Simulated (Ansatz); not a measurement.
Basis-set series for C2H6BN, SMILES `BC(C)=N`. Charge 0, multiplicity 1. The structure was optimised at the PBE0-D4/def2-TZVP level. It is one conformer, not always the lowest.

```csv
functional,basis,functions,energy (Eh),HOMO (eV),LUMO (eV)
PBE0-D4,def2-SVP,86,-159.05978,-7.25,-1.93
PBE0-D4,def2-QZVPP,408,-159.24792,-7.44,-2.06
ωB97M-V,def2-SVP,86,-159.16584,-9.55,0.16
ωB97M-V,def2-QZVPP,408,-159.36420,-9.78,-0.13
```

Question: Give the rows for def2-TZVPP. (Estimate.)

Answer: Ansatz gave: 
```
functional       basis  functions  energy (Eh)  HOMO (eV)  LUMO (eV)
   PBE0-D4  def2-TZVPP        208   -159.23857      -7.41      -2.03
   ωB97M-V  def2-TZVPP        208   -159.35520      -9.75      -0.06
```
